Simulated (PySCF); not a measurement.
**Bond curve of SiBi**

Set-up: basis Si def2-SVP, Bi def2-SVP with ECP60; scalar-relativistic core potentials; PySCF 2.14. Energies in eV from Si + Bi in their ground configurations at the same level. All curves are PBE0. state 1: ²Π (doublet), unpaired electrons π ↑; state 2: ²Σ⁺ (doublet), unpaired electrons σ ↑, a second solution, started from another occupation; state 3: ⁴Π (quartet), unpaired electrons π ↑↑↑, a second solution, started from another occupation; state 4: Ms = 0.5 determinant of mixed spin (⟨S²⟩ near 1.8), unpaired electrons π ↑↑↓, a mixture of terms (⟨Lz²⟩ = 3.0), a second solution, started from another occupation.

```json
{"R (Å)": "2.120", "state 1": "-1.220", "state 2": "-1.621", "state 3": "1.419", "state 4": "1.796"}
{"R (Å)": "2.219", "state 1": "-1.915", "state 2": "-2.045", "state 3": "0.336", "state 4": "0.705"}
{"R (Å)": "2.317", "state 1": "-2.297", "state 2": "-2.200", "state 3": "-0.406", "state 4": "-0.043"}
{"R (Å)": "2.391", "state 1": "-2.431", "state 2": "-2.191", "state 3": "-0.792", "state 4": "-0.434"}
{"R (Å)": "2.465", "state 1": "-2.468", "state 2": "-2.107", "state 3": "-1.066", "state 4": "-0.711"}
{"R (Å)": "2.539", "state 1": "-2.431", "state 2": "-1.983", "state 3": "-1.250", "state 4": "-0.898"}
{"R (Å)": "2.638", "state 1": "-2.306", "state 2": "-1.787", "state 3": "-1.386", "state 4": "-1.039"}
{"R (Å)": "2.761", "state 1": "-2.093", "state 2": "-1.520", "state 3": "-1.429", "state 4": "-1.085"}
{"R (Å)": "2.909", "state 1": "-1.807", "state 2": "-1.197", "state 3": "-1.356", "state 4": "-1.015"}
{"R (Å)": "3.106", "state 1": "-1.423", "state 2": "-0.790", "state 3": "-1.138", "state 4": "-0.798"}
```

Task: Put a parabola through the three lowest points of the state 1 curve and estimate Re, k and ωe (reduced mass 24.67 u; 1 eV/Å² = 0.16022 mdyn/Å; ωe = 1302.8·√(k/μ) cm⁻¹).

Result: Through R = 2.391, 2.465, 2.539 Å the second-order coefficient is 6.76 eV/Å², so Re ≈ 2.465 Å, k ≈ 2.17 mdyn/Å and ωe ≈ 386 cm⁻¹. A polynomial fit of higher order to the unrounded PBE0 energies gives Re = 2.461 Å, k = 2.18 mdyn/Å, ωe = 387 cm⁻¹; anharmonicity and rounding make the difference.

The higher-order fit for each curve: state 1: Re = 2.461 Å, ωe = 387 cm⁻¹, De = 2.47 eV; state 3: Re = 2.745 Å, ωe = 271 cm⁻¹, minimum 1.43 eV below the ground-state fragments; state 4: Re = 2.749 Å, ωe = 270 cm⁻¹, minimum 1.09 eV below the ground-state fragments. State 2 gave no clean fit.

⟨S²⟩ of the unrestricted solution departs from its pure value on part of the curve, where spin states mix. These are scalar-relativistic numbers at best; spin–orbit coupling would shift them, the dissociation energy most. The state was picked by a PBE0 search and need not be the measured ground state.
